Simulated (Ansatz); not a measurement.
CH₃BClFZn, SMILES `F[B]([ZnH])CCl` at its PBE0-D4/def2-TZVP geometry, where that method's forces vanish. Charge 0, multiplicity 1.

```tsv
atom	x (Å)	y (Å)	z (Å)
F1	1.2068	1.1394	-1.1009
B2	0.3310	0.3104	-0.5358
Zn3	-1.6384	0.1757	-1.2417
C4	0.8402	-0.4297	0.7688
Cl5	-0.0746	0.5288	1.9898
H6	-3.1021	0.0594	-1.7568
H7	0.5354	-1.4682	0.8853
H8	1.9017	-0.3158	0.9913
```

Q: For each bond, give half the difference of the two atoms' forces along it (eV/Å; positive pushes the atoms apart) under PBE-D4, r2SCAN-D4, B3LYP-D4, ωB97M-V in def2-TZVPP. (Estimate.)

A: The calculation gave: 
```json
{"bond": "F1–B2", "length (Å)": "1.332", "PBE-D4": "0.49", "r2SCAN-D4": "0.19", "B3LYP-D4": "0.15", "ωB97M-V": "0.22"}
{"bond": "B2–Zn3", "length (Å)": "2.096", "PBE-D4": "-0.16", "r2SCAN-D4": "-0.10", "B3LYP-D4": "0.02", "ωB97M-V": "-0.08"}
{"bond": "B2–C4", "length (Å)": "1.584", "PBE-D4": "-0.09", "r2SCAN-D4": "0.03", "B3LYP-D4": "-0.03", "ωB97M-V": "0.04"}
{"bond": "Zn3–H6", "length (Å)": "1.556", "PBE-D4": "0.00", "r2SCAN-D4": "-0.13", "B3LYP-D4": "-0.08", "ωB97M-V": "-0.10"}
{"bond": "C4–Cl5", "length (Å)": "1.802", "PBE-D4": "0.24", "r2SCAN-D4": "0.27", "B3LYP-D4": "0.44", "ωB97M-V": "0.17"}
{"bond": "C4–H7", "length (Å)": "1.089", "PBE-D4": "0.09", "r2SCAN-D4": "-0.07", "B3LYP-D4": "-0.12", "ωB97M-V": "-0.09"}
{"bond": "C4–H8", "length (Å)": "1.091", "PBE-D4": "0.12", "r2SCAN-D4": "-0.04", "B3LYP-D4": "-0.10", "ωB97M-V": "-0.11"}
```

B3LYP here is the variant with VWN-RPA as its local correlation; programs differ in this.

Program: Ansatz 0.2.0.
